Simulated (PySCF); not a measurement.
**Simulated characterisation data**

Computed data (PySCF 2.14.0 with density-fitted response routines): couplings computed with B3LYP/pcJ-1 (spin–dipole term left out of most H,H and C,H couplings), structure optimised with PBE0-D3(BJ)/def2-SVP, σ from GIAO-PBE0/pcSseg-1. Relativity neglected, averaged over atoms made equivalent by symmetry, fast rotation or ring inversion, single conformer, no solvent.

Scale: TMS for 1H and 13C (reference shieldings calculated alike). Multiplet labels drop J under 1 Hz and among equivalent protons, and merge close values. Unscaled 3J(H,H) run several per cent high. Splittings of carbon signals by F and P are missing where no couplings were computed. Where no couplings were computed, multiplicities follow the n + 1 count of equivalent neighbours, and m marks all less simple cases (inequivalent or close neighbours, rings, F or P nearby). Shifts are as computed. Against solution values, carbons near 30 ppm lie about +2 ppm off and those near 130 ppm about +5 ppm (rms about the fit 1.9 ppm; single classes can miss by 10 ppm). Of 1328 compounds with measured shifts, 309 miss one by over three times the rms of a fit or turn the order of signals round; such compounds aren't used in these exercises. Signals without a measured value on file couldn't be tested in this way; 1H shifts scatter by 0.2 ppm about their fit, and single ones miss by 0.5 ppm.

Compound 1 (C$_{7}$H$_{12}$FP). 1H NMR (500 MHz, computed): δ 6.62 (m, 1H), 6.47 (m, 1H), 3.34 (m, 1H), 2.14 (d, 3H), 1.16 (d, 6H). 13C{1H} NMR (computed): δ 236.9, 151.2, 137.1, 35.9, 21.8, 19.3. Structure: `InChI=1S/C7H12FP/c1-4-5-9-7(8)6(2)3/h4-6H,1-3H3/b5-4-`.

Compound 2 (C$_{11}$H$_{9}$N). 1H NMR (500 MHz, computed): δ 8.86 (d, J = 5.8 Hz, 2H), 7.70 (m, 2H), 7.63 (m, 2H), 7.57 (m, 1H), 7.35 (d, J = 5.8 Hz, 2H). 13C{1H} NMR (computed): δ 156.3 (CH), 153.8 (C), 145.3 (C), 134.7 (CH), 134.5 (CH), 133.3 (CH), 126.6 (CH). Structure: SMILES C1=CN=CC=C1C1=CC=CC=C1.
